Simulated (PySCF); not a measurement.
Record of a relaxation.

Species: C5H3F5.
Atom-mapped SMILES: `[CH2:1]=[C:2]([F:3])/[C:4]([F:5])=[CH:6]/[C:7]([F:8])([F:9])[F:10]` (hydrogens: H11, H12 on C1; H13 on C6)

Computed by this run: PBE0-D3(BJ)/def2-SVP geometry optimisation, gas phase in PySCF; density fitting, grid level 2; the optimiser is geomeTRIC in internal coordinates, started from a GFN2-xTB structure. The frame can shift and turn from step to step; on so coarse a grid that alone can change the energy by a few meV, and forces under 0.02 eV/Å are noise.

Step 0: E = -18784.0853 eV, largest atomic force 0.740 eV/Å
```
atom  x, y, z in Å  |  force x, y, z in eV/Å
C1      2.513    0.619   -0.737   -0.166  -0.016   0.038
C2      1.550   -0.170   -0.281    0.067  -0.708   0.205
F3      1.811   -1.442    0.079   -0.217   0.541  -0.131
C4      0.149    0.200   -0.108   -0.043   0.358  -0.105
F5     -0.129    1.451   -0.482    0.137  -0.434   0.136
C6     -0.797   -0.605    0.379   -0.519   0.417  -0.002
C7     -2.225   -0.183    0.537   -0.624   0.229  -0.010
F8     -2.931   -1.115    1.189    0.310  -0.025  -0.070
F9     -2.363    0.958    1.227    0.226  -0.154  -0.134
F10    -2.840    0.007   -0.643    0.279  -0.046   0.140
H11     2.300    1.634   -1.020   -0.216   0.525  -0.131
H12     3.522    0.262   -0.831    0.533  -0.281  -0.019
H13    -0.563   -1.615    0.672    0.233  -0.406   0.083
```

Step 1: E = -18784.1113 eV, largest atomic force 0.353 eV/Å
```
atom  x, y, z in Å  |  force x, y, z in eV/Å
C1      2.460    0.567   -0.923    0.075   0.012  -0.018
C2      1.501   -0.226   -0.449   -0.106   0.093  -0.056
F3      1.717   -1.509   -0.180    0.061  -0.083   0.060
C4      0.132    0.198   -0.156    0.027  -0.031   0.066
F5     -0.104    1.468   -0.446   -0.013   0.058  -0.054
C6     -0.804   -0.585    0.389    0.028  -0.060   0.050
C7     -2.183   -0.124    0.741    0.334  -0.071   0.091
F8     -2.729   -0.986    1.603   -0.113   0.050  -0.037
F9     -2.168    1.079    1.320   -0.126   0.027  -0.003
F10    -2.981   -0.047   -0.324   -0.091  -0.013  -0.016
H11     2.239    1.610   -1.149    0.004  -0.026   0.044
H12     3.467    0.178   -1.081   -0.040   0.004  -0.043
H13    -0.547   -1.618    0.629   -0.039   0.041  -0.083
```

Step 2: E = -18784.1166 eV, largest atomic force 0.143 eV/Å
```
atom  x, y, z in Å  |  force x, y, z in eV/Å
C1      2.462    0.565   -0.938   -0.048   0.050  -0.018
C2      1.505   -0.218   -0.442    0.062   0.011   0.015
F3      1.733   -1.500   -0.166   -0.054  -0.050   0.014
C4      0.141    0.210   -0.130   -0.010  -0.017  -0.047
F5     -0.098    1.476   -0.434    0.001   0.011   0.040
C6     -0.795   -0.577    0.410   -0.024   0.028   0.089
C7     -2.182   -0.130    0.746   -0.026   0.013   0.051
F8     -2.751   -0.999    1.586    0.059  -0.029   0.032
F9     -2.209    1.070    1.329    0.060  -0.002  -0.005
F10    -2.965   -0.058   -0.332   -0.020  -0.013  -0.141
H11     2.244    1.612   -1.143    0.009   0.008  -0.025
H12     3.456    0.165   -1.138   -0.007   0.001   0.011
H13    -0.541   -1.613    0.628   -0.004  -0.012  -0.015
```

Step 3: E = -18784.1184 eV, largest atomic force 0.085 eV/Å
```
atom  x, y, z in Å  |  force x, y, z in eV/Å
C1      2.450    0.573   -0.948    0.016  -0.078  -0.006
C2      1.506   -0.216   -0.437   -0.032   0.048   0.032
F3      1.726   -1.501   -0.166    0.043   0.045  -0.034
C4      0.146    0.211   -0.109    0.002  -0.015  -0.030
F5     -0.098    1.480   -0.398    0.016  -0.019   0.018
C6     -0.785   -0.582    0.428   -0.022   0.076   0.032
C7     -2.175   -0.135    0.742   -0.052  -0.007   0.048
F8     -2.755   -0.999    1.580    0.023  -0.003   0.016
F9     -2.211    1.070    1.315    0.017  -0.027  -0.016
F10    -2.940   -0.072   -0.352   -0.006  -0.008  -0.040
H11     2.232    1.621   -1.150   -0.022   0.002  -0.005
H12     3.440    0.173   -1.168    0.021   0.004   0.004
H13    -0.534   -1.621    0.638   -0.003  -0.017  -0.017
```

Step 4: E = -18784.1190 eV, largest atomic force 0.072 eV/Å
```
atom  x, y, z in Å  |  force x, y, z in eV/Å
C1      2.450    0.575   -0.958   -0.020   0.011  -0.006
C2      1.505   -0.206   -0.437    0.022  -0.029  -0.004
F3      1.730   -1.492   -0.173   -0.008   0.016   0.016
C4      0.148    0.222   -0.100   -0.017   0.023   0.022
F5     -0.090    1.495   -0.375   -0.004  -0.006  -0.014
C6     -0.784   -0.572    0.436    0.045  -0.034  -0.018
C7     -2.181   -0.145    0.746    0.028   0.033   0.009
F8     -2.746   -1.017    1.586   -0.013   0.033  -0.028
F9     -2.232    1.060    1.315   -0.038  -0.021  -0.027
F10    -2.941   -0.098   -0.355   -0.001  -0.012   0.071
H11     2.231    1.621   -1.165    0.002   0.010   0.006
H12     3.438    0.172   -1.180    0.002  -0.001  -0.003
H13    -0.530   -1.612    0.635    0.002  -0.023  -0.023
```

Step 5: E = -18784.1197 eV, largest atomic force 0.028 eV/Å
```
atom  x, y, z in Å  |  force x, y, z in eV/Å
C1      2.447    0.582   -0.960   -0.006   0.018  -0.004
C2      1.506   -0.203   -0.438    0.011  -0.022  -0.006
F3      1.737   -1.487   -0.171   -0.006   0.002   0.010
C4      0.147    0.219   -0.102    0.008   0.016   0.022
F5     -0.095    1.492   -0.376   -0.006  -0.003  -0.008
C6     -0.783   -0.578    0.434    0.010  -0.012  -0.013
C7     -2.178   -0.149    0.749   -0.002   0.010  -0.002
F8     -2.740   -1.017    1.594   -0.001   0.005   0.002
F9     -2.228    1.059    1.314   -0.007  -0.004  -0.012
F10    -2.945   -0.105   -0.346    0.003  -0.013   0.025
H11     2.223    1.627   -1.168    0.002   0.002   0.000
H12     3.438    0.183   -1.181   -0.004   0.003  -0.002
H13    -0.528   -1.619    0.626   -0.003  -0.002  -0.012
```

Step 6: E = -18784.1201 eV, largest atomic force 0.041 eV/Å
```
atom  x, y, z in Å  |  force x, y, z in eV/Å
C1      2.440    0.600   -0.970    0.026  -0.009   0.006
C2      1.507   -0.192   -0.444   -0.033   0.009   0.002
F3      1.744   -1.473   -0.172    0.022   0.006  -0.016
C4      0.146    0.223   -0.103   -0.018   0.014   0.028
F5     -0.104    1.496   -0.371    0.009   0.005  -0.001
C6     -0.777   -0.582    0.430   -0.021  -0.025  -0.005
C7     -2.174   -0.166    0.760   -0.013   0.001  -0.034
F8     -2.716   -1.030    1.621    0.015  -0.022   0.032
F9     -2.235    1.047    1.309    0.022   0.022   0.007
F10    -2.956   -0.146   -0.325    0.008  -0.011  -0.021
H11     2.210    1.645   -1.175   -0.009  -0.009  -0.006
H12     3.432    0.208   -1.193   -0.003   0.007  -0.001
H13    -0.517   -1.626    0.606   -0.004   0.013   0.008
```

Step 7: E = -18784.1203 eV, largest atomic force 0.075 eV/Å
```
atom  x, y, z in Å  |  force x, y, z in eV/Å
C1      2.423    0.633   -0.984    0.004   0.029   0.013
C2      1.506   -0.173   -0.451    0.005  -0.004  -0.004
F3      1.768   -1.451   -0.189   -0.019  -0.024   0.000
C4      0.143    0.222   -0.096    0.065  -0.015   0.004
F5     -0.119    1.496   -0.346   -0.004  -0.001   0.004
C6     -0.768   -0.600    0.433   -0.049   0.050  -0.027
C7     -2.165   -0.191    0.771   -0.023  -0.052  -0.034
F8     -2.684   -1.038    1.663   -0.001  -0.038   0.053
F9     -2.235    1.035    1.286    0.023   0.032   0.024
F10    -2.963   -0.214   -0.302    0.005  -0.003  -0.038
H11     2.176    1.675   -1.180    0.003  -0.006  -0.015
H12     3.419    0.255   -1.219   -0.008   0.005   0.001
H13    -0.503   -1.646    0.588   -0.001   0.026   0.018
```

Step 8: E = -18784.1210 eV, largest atomic force 0.032 eV/Å
```
atom  x, y, z in Å  |  force x, y, z in eV/Å
C1      2.426    0.634   -0.982    0.010   0.000   0.007
C2      1.507   -0.171   -0.452   -0.012   0.000  -0.001
F3      1.762   -1.452   -0.193    0.008  -0.006  -0.003
C4      0.145    0.227   -0.096    0.016   0.006   0.005
F5     -0.114    1.501   -0.346   -0.011   0.002   0.006
C6     -0.769   -0.594    0.430   -0.025   0.009  -0.010
C7     -2.167   -0.196    0.771   -0.007  -0.014  -0.022
F8     -2.678   -1.045    1.666    0.003  -0.021   0.024
F9     -2.245    1.031    1.286    0.016   0.021   0.010
F10    -2.967   -0.225   -0.301    0.005  -0.004  -0.020
H11     2.180    1.677   -1.179    0.000  -0.004  -0.003
H12     3.420    0.255   -1.218   -0.003   0.003   0.000
H13    -0.500   -1.638    0.589    0.000   0.010   0.009
```

Step 9: E = -18784.1211 eV, largest atomic force 0.037 eV/Å
```
atom  x, y, z in Å  |  force x, y, z in eV/Å
C1      2.428    0.636   -0.979   -0.002   0.000   0.000
C2      1.506   -0.168   -0.451    0.004   0.026  -0.007
F3      1.759   -1.450   -0.196   -0.006   0.002   0.002
C4      0.145    0.231   -0.096   -0.025  -0.011   0.012
F5     -0.119    1.505   -0.343    0.035  -0.004  -0.011
C6     -0.769   -0.592    0.428   -0.004  -0.018   0.004
C7     -2.169   -0.200    0.769    0.005   0.002  -0.005
F8     -2.674   -1.051    1.666    0.000   0.002  -0.003
F9     -2.249    1.028    1.282   -0.004  -0.002   0.000
F10    -2.968   -0.235   -0.303   -0.001  -0.001   0.002
H11     2.185    1.679   -1.175   -0.003   0.002   0.002
H12     3.421    0.255   -1.216    0.002   0.002   0.001
H13    -0.496   -1.635    0.589   -0.002  -0.001   0.001
```

Step 10: E = -18784.1212 eV, largest atomic force under 0.02 eV/Å
```
atom  x, y, z in Å  |  force x, y, z in eV/Å
C1      2.427    0.641   -0.977   -0.002  -0.004  -0.002
C2      1.507   -0.167   -0.451    0.002  -0.003   0.005
F3      1.762   -1.449   -0.198    0.002   0.001   0.000
C4      0.145    0.230   -0.094   -0.002   0.002  -0.004
F5     -0.115    1.504   -0.342   -0.007   0.002   0.002
C6     -0.769   -0.594    0.427    0.010  -0.003   0.001
C7     -2.169   -0.203    0.767    0.007   0.004   0.003
F8     -2.673   -1.052    1.667   -0.002   0.008  -0.011
F9     -2.251    1.026    1.278   -0.008  -0.008  -0.005
F10    -2.969   -0.241   -0.305   -0.002   0.001   0.009
H11     2.181    1.683   -1.171    0.000   0.002   0.002
H12     3.421    0.262   -1.215    0.002   0.000   0.002
H13    -0.497   -1.637    0.588    0.002  -0.004  -0.003
```

Question: Summarise the path.

Answer: The energy falls by 0.83 kcal/mol from step 0 to step 10; nine tenths of that is first reached at step 3. It falls at every step. The largest force goes from 0.740 to under 0.02 eV/Å. Among the bonds C1–H12 changes most (a near tie, within 0.001 Å, with another), from 1.075 to 1.090 Å; the atoms move by 0.130 Å rms after alignment.

Question: Follow the three bonds and two angles with the largest change from start to end.

Answer: 
| step | E above end (kcal/mol) | largest force (eV/Å) | C1–H12 (Å) | C2–F3 (Å) | C1–H11 (Å) | C4–C6–H13 (°) | C4–C6–C7 (°) |
| --- | --- | --- | --- | --- | --- | --- | --- |
| 0 | 0.83 | 0.740 | 1.075 | 1.346 | 1.074 | 120.7 | 123.0 |
| 1 | 0.23 | 0.353 | 1.091 | 1.329 | 1.090 | 118.7 | 124.1 |
| 2 | 0.11 | 0.143 | 1.090 | 1.330 | 1.089 | 118.6 | 124.4 |
| 3 | 0.07 | 0.085 | 1.090 | 1.332 | 1.089 | 118.9 | 123.7 |
| 4 | 0.05 | 0.072 | 1.090 | 1.332 | 1.089 | 118.5 | 124.5 |
| 5 | 0.04 | 0.028 | 1.090 | 1.331 | 1.089 | 118.6 | 124.3 |
| 6 | 0.03 | 0.041 | 1.091 | 1.331 | 1.089 | 118.5 | 124.5 |
| 7 | 0.02 | 0.075 | 1.091 | 1.331 | 1.089 | 118.8 | 124.0 |
| 8 | 0.00 | 0.032 | 1.090 | 1.331 | 1.089 | 118.5 | 124.5 |
| 9 | 0.00 | 0.037 | 1.090 | 1.331 | 1.089 | 118.5 | 124.6 |
| 10 | 0.00 | under 0.02 | 1.090 | 1.331 | 1.089 | 118.5 | 124.6 |

The cost below is that of the whole optimisation. Hardware: one thread, Intel Xeon Platinum 8375C at 2.90 GHz (x86_64), no GPU, shared host with 128 logical CPUs at a one-minute load of 33. Cost: 2.1 min, 0.81 GiB resident at most.
